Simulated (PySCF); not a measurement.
CuH4O2, charge +1, multiplicity 1. Atoms are numbered in the order given.

```xyz
7

Cu     0.0000     0.0000     0.0040
O     -1.8794    -0.0331    -0.0316
H     -2.4172    -0.4405     0.6599
H     -2.4097     0.6483    -0.4653
O      1.8794     0.0331    -0.0316
H      2.4172     0.4405     0.6599
H      2.4097    -0.6483    -0.4653
```
Charge +1, spin multiplicity 1.

Geometry: r2SCAN-D4/def2-TZVP. The multiplicity is an assumed one; other spin states were not compared.

Level of theory: PBE/def2-TZVPD in PySCF.

The molecule is in vacuum.

Computed frontier levels, gap, dipole moment and polarisability:
highest occupied level: -10.82 eV
lowest empty level: -6.84 eV
orbital gap: 3.98 eV
dipole moment about the centre of nuclear charge: 0.77 D
mean static polarisability: 29.8 bohr³ (4.42 Å³)
polarisability, principal values: 27.4, 27.5, 34.6 bohr³
